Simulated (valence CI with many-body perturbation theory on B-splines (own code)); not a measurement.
## From CI to CI+MBPT in I²⁺

Computed by configuration interaction combined with many-body perturbation theory (CI+MBPT): five valence electrons over a frozen Dirac-Fock core [Kr] 4d10, radial functions for each j: 9 s, 9 p, 8 d, 6 f, 3 g, 1 h, with the one-electron correlation potential Σ1 (screened to all orders), the two-electron term Σ2, the three-electron term Σ3, Breit, model QED; selected single and double excitations, second order for the rest, scaled by the run's own slope (own B-spline code, finite nucleus).

No measured spectrum was set against this ion. As an estimate, levels hold to about 250 cm⁻¹ or 0.2 % of their energy and the worst to 1 %, as in measured heavy ions of charge 2 to 7. Core correlation moves these levels by up to 5200 cm⁻¹, and in measured spectra 5 to 20 % of such shifts remained as error; rates that hang on mixing are uncertain with them. Among the levels kept, up to 1200 cm⁻¹ of a level comes from second order outside the variational space, and about a tenth of that is noise between levels of different J, which matters for small intervals.

Each rung adds one term. CI alone is the Dirac-Coulomb CI over the frozen core; QED comes last and gives the full result, which names the levels. Energies are above 5s2.5p3 4S°_3/2 on the same rung, in cm⁻¹.

Names give the largest LS component (configuration and term), which can be under half, so a name can repeat, a term be missing and a line seem to break the LS rules; names also repeat where a configuration has a term twice. Letters in brackets count levels of one name in rising energy.

| Level | CI alone | + Σ1 | + Σ2 | + Σ3 | + Breit | Full |
| --- | --- | --- | --- | --- | --- | --- |
| 5s2.5p3 2D°_3/2 | 11942 | 12192 | 11820 | 11734 | 11724 | 11723 |
| 5s2.5p3 2D°_5/2 | 14886 | 15374 | 15018 | 14955 | 14895 | 14902 |
| 5s2.5p3 2P°_1/2 | 24386 | 25063 | 24572 | 24387 | 24330 | 24334 |
| 5s2.5p3 2P°_3/2 | 29114 | 30251 | 29926 | 29783 | 29620 | 29638 |
| 5s.5p4 4P_5/2 | 80745 | 83660 | 85390 | 85408 | 85403 | 85200 |
| 5s.5p4 4P_3/2 | 85712 | 88993 | 90817 | 90854 | 90779 | 90591 |
| 5s.5p4 4P_1/2 | 87600 | 90969 | 92777 | 92810 | 92720 | 92533 |
| 5s.5p4 2D_3/2 | 99417 | 103139 | 103405 | 103406 | 103343 | 103224 |
| 5s.5p4 2D_5/2 | 102184 | 106049 | 106622 | 106608 | 106483 | 106337 |
| 5s2.5p2.5d 4F_3/2 | 106462 | 110688 | 110063 | 110116 | 110022 | 109980 |
| 5s2.5p2.5d 2P_3/2 [a] | 107411 | 111866 | 111307 | 111378 | 111229 | 111201 |
| 5s2.5p2.5d 4F_5/2 | 108149 | 112573 | 111699 | 111783 | 111675 | 111673 |
| 5s2.5p2.5d 2P_1/2 [a] | 109818 | 114333 | 113371 | 113396 | 113265 | 113246 |
| 5s2.5p2.5d 4F_7/2 | 111394 | 116117 | 115329 | 115433 | 115257 | 115269 |
| 5s2.5p2.5d 2F_5/2 [a] | 112254 | 116884 | 116049 | 116123 | 115980 | 115987 |
| 5s2.5p2.6s 4P_1/2 | 114300 | 119136 | 116684 | 116569 | 116552 | 116601 |
| 5s2.5p2.5d 2F_7/2 [a] | 114638 | 119412 | 118550 | 118637 | 118456 | 118468 |
| 5s2.5p2.5d 4F_9/2 | 114729 | 119637 | 118843 | 118938 | 118718 | 118735 |
| 5s2.5p2.5d 4D_1/2 | 116015 | 120833 | 119667 | 119731 | 119552 | 119550 |

(1) How does the ionisation energy move along the ladder, and which term matters most?

Answers

(1) CI alone 29.130, + Σ1 29.894, + Σ2 29.526, + Σ3 29.507, + Breit 29.508, + QED 29.510 eV. The largest step is Σ1, 0.764 eV. NIST lists 29.57 ± 0.025 eV (measured).
